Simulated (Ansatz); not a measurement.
A nudged elastic band was laid between two geometries of H3NOZn (6 atoms, charge 0, multiplicity 1).

The calculation used Ansatz, RKS B3LYP-D4/def2-SVP.

| Property | Result |
| --- | --- |
| movable images | 7 |
| climbing image | yes |
| spring | 20.0 eV/Å² |
| optimiser | quadratic models (default) |
| start path | IDPP |
| force threshold | 0.03 eV/Å |
| iteration limit | 48 |
| end points | relaxed |

Initial state:

```xyz
6
Properties=species:S:1:pos:R:3
N 1.218 0.775 0.143
Zn -0.183 -0.377 -0.049
O -1.340 -1.713 -0.248
H 1.326 1.463 -0.602
H 1.245 1.291 1.022
H -2.265 -1.438 -0.265
```

Final state:

```xyz
6
Properties=species:S:1:pos:R:3
N 0.586 1.285 0.165
Zn -0.143 -0.373 -0.047
O -0.893 -1.973 -0.253
H 1.194 1.591 -0.595
H 1.113 1.419 1.029
H -1.858 -1.949 -0.299
```

Task: Which bonds break or form, and what moves?

Result: No bond is made or broken. The height of N1 over the plane of its neighbours goes from 0.34 to -0.34 Å.

Task: Give the energies along the band, and the barrier.

Result: The forces met the threshold. The highest image is number 4 of 0 to 8, 0.8 kcal/mol above the first end and 0.9 kcal/mol above the last; the last end lies 0.0 kcal/mol below the first. Another band between the same ends (7 images) ends at a top of the same energy, where a vibrational analysis finds 1 clearly imaginary mode.

```json
{"image": "0", "path coordinate (Å)": "0.00", "energy (kcal/mol)": "0.0", "height of N1 over the plane of its neighbours (Å)": "0.34"}
{"image": "1", "path coordinate (Å)": "0.08", "energy (kcal/mol)": "0.1", "height of N1 over the plane of its neighbours (Å)": "0.27"}
{"image": "2", "path coordinate (Å)": "0.17", "energy (kcal/mol)": "0.4", "height of N1 over the plane of its neighbours (Å)": "0.19"}
{"image": "3", "path coordinate (Å)": "0.25", "energy (kcal/mol)": "0.7", "height of N1 over the plane of its neighbours (Å)": "0.09"}
{"image": "4", "path coordinate (Å)": "0.34", "energy (kcal/mol)": "0.8", "height of N1 over the plane of its neighbours (Å)": "0.00"}
{"image": "5", "path coordinate (Å)": "0.42", "energy (kcal/mol)": "0.7", "height of N1 over the plane of its neighbours (Å)": "-0.10"}
{"image": "6", "path coordinate (Å)": "0.50", "energy (kcal/mol)": "0.4", "height of N1 over the plane of its neighbours (Å)": "-0.19"}
{"image": "7", "path coordinate (Å)": "0.59", "energy (kcal/mol)": "0.1", "height of N1 over the plane of its neighbours (Å)": "-0.28"}
{"image": "8", "path coordinate (Å)": "0.67", "energy (kcal/mol)": "0.0", "height of N1 over the plane of its neighbours (Å)": "-0.34"}
```

Task: What is the geometry of the highest image?

Result: 
```xyz
6
Properties=species:S:1:pos:R:3
N 0.875 1.052 0.154
Zn -0.166 -0.399 -0.050
O -1.086 -1.906 -0.253
H 1.250 1.603 -0.610
H 1.168 1.427 1.049
H -2.042 -1.778 -0.290
```

Run time: 3.3 min on 1 thread of AMD EPYC (Zen 3), on a shared host, peak memory 0.16 GiB.
